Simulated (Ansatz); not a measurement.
Geometry optimisation, Ansatz 0.2.0, RKS PBE0/def2-SVP.

The input (input.yaml):

```yaml
crystal:
  periodic: [false, false, false]
  atoms:
    - { symbol: O, position_ang: [-0.007, 1.4014, -0.1917] }
    - { symbol: Al, position_ang: [-0.1883, -0.3368, 0.2197] }
    - { symbol: F, position_ang: [0.3366, -0.9168, 1.8175] }
    - { symbol: Cl, position_ang: [-0.9342, -1.7524, -1.2548] }
    - { symbol: H, position_ang: [0.8428, 1.5309, -0.6322] }
basis:
  gaussian: { orbitals: def2-SVP }
hamiltonian:
  xc: pbe0
relax:
  f_tol: 0.015
  max_steps: 40
```

Command:

```bash
$ ansatz run input.yaml --threads 1 --pin off --max-ram 2048MiB --backend cpu --events-out ev --progress --plain --runs-dir out
```

Q: Where does it end, and by what steps?

A: The run converged. After 11 steps the energy has fallen by 0.595 eV; O1 moved furthest, 0.52 Å.

```csv
step,energy less start (eV),largest force component (eV/Å),accepted
0,0.0000,2.714,yes
1,-0.3244,1.636,yes
2,-0.4230,0.819,yes
3,-0.4532,0.518,yes
4,-0.4890,0.458,yes
5,-0.5294,0.641,yes
6,-0.5734,0.925,yes
7,-0.5939,0.096,yes
8,-0.5915,0.422,no
9,-0.5946,0.041,yes
10,-0.5947,0.021,yes
11,-0.5947,0.001,yes
```

```xyz
5
Properties=species:S:1:pos:R:3
O 0.449 1.205 -0.040
Al -0.058 -0.368 0.268
F 0.071 -0.943 1.809
Cl -0.841 -1.626 -1.195
H 0.429 1.658 -0.883
```

The run took 29 s on 1 thread of Intel(R) Xeon(R) Platinum 8375C CPU @ 2.90GHz (Ice Lake), on a shared host, peak memory 0.17 GiB.
